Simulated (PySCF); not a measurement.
Cl₂Mg, SMILES [Cl][Mg-][Cl], charge -1, multiplicity 2. Atoms are numbered in the order given.

```xyz
3

Mg     0.0000     0.0000    -0.8706
Cl     0.0000     2.0019     0.3073
Cl     0.0000    -2.0019     0.3073
```
Charge -1, spin multiplicity 2.

The structure is a stationary point at B3LYP-D3(BJ)/def2-TZVPD.

All values below come from PySCF with ωB97X/def2-TZVPD.

Mulliken values depend strongly on the basis, most of all with diffuse functions as here. Atomic charges (e):

| atom | Mulliken | meta-Löwdin | Mulliken spin |
|---|---|---|---|
| Mg1 | 0.15 | [?] | 1.05 |
| Cl2 | -0.58 | [?] | -0.02 |
| Cl3 | -0.58 | [?] | -0.02 |

Task: What belongs in the gaps? (An estimate is asked for; the answer gives what the named calculation found.)

Result: 
- Mg1, meta-Löwdin: 0.80
- Cl2, meta-Löwdin: -0.90
- Cl3, meta-Löwdin: -0.90
